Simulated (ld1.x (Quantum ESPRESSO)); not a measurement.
## Building the RRKJ potential for Se (Z = 34) (LDA (PZ), scalar-relativistic).

The input file (ld1.x (Quantum ESPRESSO) 7.5):

```
&input
   title='Se', zed=34., rel=1, dft='PZ', iswitch=3,
   config='[Ar] 3d10 4s2 4p4',
   nld=3, rlderiv=1.35, eminld=-6.0, emaxld=5.0, deld=0.02
 /
 &inputp
   pseudotype=2, tm=.false., lloc=1,
   nlcc=.true., new_core_ps=.true.,
   file_pseudopw='Se.UPF', file_wfcaegen='ae.wfc', file_wfcncgen='nc.wfc', file_beta='beta', file_chi='chi'
 /
3
4S  1  0   2.00   0.00  1.25  1.25  0.0
3D  3  2  10.00   0.00  0.80  0.80  0.0
4P  2  1   4.00   0.00  1.25  1.25  0.0
 &test
   configts(1)='3d10 4s2 4p4'
 /
```

Command:

```bash
ld1.x < Se.in > Se.out
```

Resulting log (shortened: banner, matrices, multipoles, cross overlaps and the repeated all-electron block are left out):

```
Program LD1 v.7.5
     --------------------------- All-electron run ----------------------------

     Se
     scalar relativistic calculation

     atomic number is 34.00
     dft =PZ   lsd =0 sic =0 latt =0  beta=0.20 tr2=1.0E-14
     Exchange-correlation= PZ
                           (   1   1   0   0   0   0   0)
     mesh =1211 r(mesh) =  99.34906 a.u. xmin = -7.00 dx = 0.01250
     1 Ry =  13.60569312 eV, c = 137.03599908

     n l     nl                  e(Ry)          e(Ha)          e(eV)
     1 0     1S 1( 2.00)      -917.5336      -458.7668    -12483.6809
     2 0     2S 1( 2.00)      -117.9444       -58.9722     -1604.7146
     2 1     2P 1( 6.00)      -103.8482       -51.9241     -1412.9274
     3 0     3S 1( 2.00)       -15.6306        -7.8153      -212.6652
     3 1     3P 1( 6.00)       -11.2234        -5.6117      -152.7024
     3 2     3D 1(10.00)        -3.9239        -1.9619       -53.3868
     4 0     4S 1( 2.00)        -1.2852        -0.6426       -17.4855
     4 1     4P 1( 4.00)        -0.4896        -0.2448        -6.6608

     final scf error:  6.2E-15 reached in  25 iterations

     Etot =   -4853.574020 Ry,   -2426.787010 Ha,  -66036.238660 eV

     Ekin =    4950.988152 Ry,    2475.494076 Ha,   67361.625452 eV
     Encl =  -11707.512851 Ry,   -5853.756426 Ha, -159288.827085 eV
     Eh   =    2072.104553 Ry,    1036.052276 Ha,   28192.418660 eV
     Exc  =    -169.153873 Ry,     -84.576937 Ha,   -2301.455687 eV

     normalization and overlap integrals

     s(1S/1S) =  1.000000  <r> =   0.0441  <r2> =    0.0026  r(max) =   0.0287
     s(2S/2S) =  1.000000  <r> =   0.1962  <r2> =    0.0454  r(max) =   0.1651
     s(2P/2P) =  1.000000  <r> =   0.1713  <r2> =    0.0359  r(max) =   0.1318
     s(3S/3S) =  1.000000  <r> =   0.5752  <r2> =    0.3812  r(max) =   0.5021
     s(3P/3P) =  1.000000  <r> =   0.5904  <r2> =    0.4093  r(max) =   0.5021
     s(3D/3D) =  1.000000  <r> =   0.6311  <r2> =    0.4989  r(max) =   0.4487
     s(4S/4S) =  1.000000  <r> =   1.7891  <r2> =    3.6858  r(max) =   1.5085
     s(4P/4P) =  1.000000  <r> =   2.2974  <r2> =    6.2508  r(max) =   1.7970

     ------------------------ End of All-electron run ------------------------

     --------------------- Generating NC pseudopotential ---------------------

      Generating local pot.: lloc=1, matching radius rcloc =   1.2500

      Computing core charge for nlcc:

       r > 0.26 : true rho core
      Core charge pseudized with two Bessel functions
      Integrated core pseudo-charge :  15.37

      Wfc   4S  rcut= 1.251  Estimated cut-off energy=       76.66 Ry
      This function has    0 nodes for 0 < r <    1.251

      Wfc   3D  rcut= 0.797  Estimated cut-off energy=      368.55 Ry
      This function has    0 nodes for 0 < r <    0.797

     ------------------- End of pseudopotential generation -------------------

     Computing logarithmic derivative in   1.35650

       Warning: n=3, l=2 expected 0 nodes, found 1
       Setting wfc to zero for this iteration
       (This warning will only be printed once per wavefunction)

     Computing logarithmic derivative in   1.35650
     Computing the partial wave expansion
     R is outside the sphere for l=    0 j= 0.00
       no projector for channel:   1
     R is outside the sphere for l=    2 j= 0.00

     ---------------------- Testing the pseudopotential ----------------------

     Se
     scalar relativistic calculation

     atomic number is 34.00   valence charge is 16.00
     dft =PZ   lsd =0 sic =0 latt =0  beta=0.20 tr2=1.0E-14
     mesh =1211 r(mesh) =  99.34906 xmin = -7.00 dx = 0.01250

     n l     nl             e AE (Ry)        e PS (Ry)    De AE-PS (Ry)
     3 2     3D   1(10.00)       -3.92386       -3.92386        0.00000
     1 0     4S   1( 2.00)       -1.28516       -1.28517        0.00001
     2 1     4P   1( 4.00)       -0.48956       -0.48954       -0.00002

     eps = 5.4E-15  iter = 12

     Etot =   -4853.574020 Ry,   -2426.787010 Ha,  -66036.238660 eV
     Etotps =  -336.231980 Ry,    -168.115990 Ha,   -4574.669136 eV

     Ekin =     327.104686 Ry,     163.552343 Ha,    4450.485979 eV
     Encl =    -520.876420 Ry,    -260.438210 Ha,   -7086.884719 eV
     Ehrt =     223.681902 Ry,     111.840951 Ha,    3043.347321 eV
     Ecxc =    -113.173118 Ry,     -56.586559 Ha,   -1539.798709 eV
     (Ecc =     -73.613982 Ry,     -36.806991 Ha,   -1001.569249 eV)
     Epseu=    -252.969031 Ry,    -126.484516 Ha,   -3441.819008 eV

     ---------------------- End of pseudopotential test ----------------------
```

Generation and configuration tests took about 2.1 s on one core of a shared server CPU.
